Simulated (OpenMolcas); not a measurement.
## Levels of neutral phosphorus by method

```yaml
Program: OpenMolcas
Basis: ANO-RCC-VTZP [5s4p2d1f]
Scalar_Hamiltonian: DKH2, point nucleus
Active_space: 5 electrons in 4 orbitals (3s 3p)
State_averaging: 2S+1 = 4 odd, 1 root; 2S+1 = 2 odd, 8 roots
Spin-orbit_coupling: RASSI with atomic mean-field integrals over the reference wave functions, term energies averaged over their components
```

Methods on the same reference wave functions:
A. CASSCF
B. SS-CASPT2, IPEA 0.25 Eh, imaginary shift 0.1 Eh (closed shells correlated: 2s 2p)
C. XMS-CASPT2, IPEA 0.25 Eh, imaginary shift 0.1 Eh (closed shells correlated: 2s 2p)

Energies in cm-1 above 3s2 3p3 4S* 3/2, the measured ground level; measured values from NIST Handbook of Basic Atomic Spectroscopic Data.

| Level | A | B | C | Measured |
| --- | --- | --- | --- | --- |
| 3s2 3p3 4S* 3/2 | 0.0 | 0.0 | 0.0 | 0.0 |
| 3s2 3p3 2D* 3/2 | 15362 | 11850 | 11760 | 11361 |
| 3s2 3p3 2D* 5/2 | 15374 | 11860 | 11770 | 11377 |
| 3s2 3p3 2P* 1/2 | 20753 | 18940 | 18790 | 18723 |
| 3s2 3p3 2P* 3/2 | 20757 | 18940 | 18790 | 18748 |

Deviations, from unrounded energies. A percentage is the sum of absolute deviations over the sum of measured energies, with the sign that they share, or ± where signs differ.

```json
{"Against measurement": "mean absolute deviation (cm-1)", "Levels": "4", "A": "3000", "B": "350", "C": "230"}
{"Against measurement": "other terms of the ground configuration (%)", "Levels": "4", "A": "+20.0", "B": "+2.3", "C": "+1.5"}
```

C lies closest to measurement on these levels and A furthest from it. The largest miss of C in the table is 3s2 3p3 2D* 3/2, by +400 cm-1. The ranking rests on the paired levels alone, and a cruder setting can come out closer through cancelling errors.

Between B and C the level of the table that moves most is 3s2 3p3 2P* 1/2, by 160 cm-1 (lowest in C, highest in B). Moves below CASPT2's spread within the term are not significant.

The mean deviations of B to C differ by less than CASPT2's widest spread within a term (690 cm-1), so their order carries little weight.

From A to B the spin-free energies of the other terms of 3s2 3p3 shown, above 4S*, scale by factors of 0.77 to 0.91.

The lowest spin-free term lies below A's lowest term by 0.099 hartree in B, 0.099 hartree in C.

CASPT2 does not keep the components of a term degenerate, so their means are used; among the terms shown or strongly mixed into the levels shown the widest spread is 690 cm-1 (3s2 3p3 2D*, C). No level of 3s 3p4 was computed, though it lies in the active space. Without dynamic correlation excited terms often stand tens of per cent too high (terms of higher spin than the ground term too low), and those without a measured partner can miss by more than the paired ones (holds for A). Measured partners are found by configuration, term and J. A level has none where our copy of the source lacks it or the pairing is in doubt (some pairs that miss far off the trend of their configuration count as doubtful), and it then counts in no deviation. Only configurations of the active space appear.

* marks odd parity.
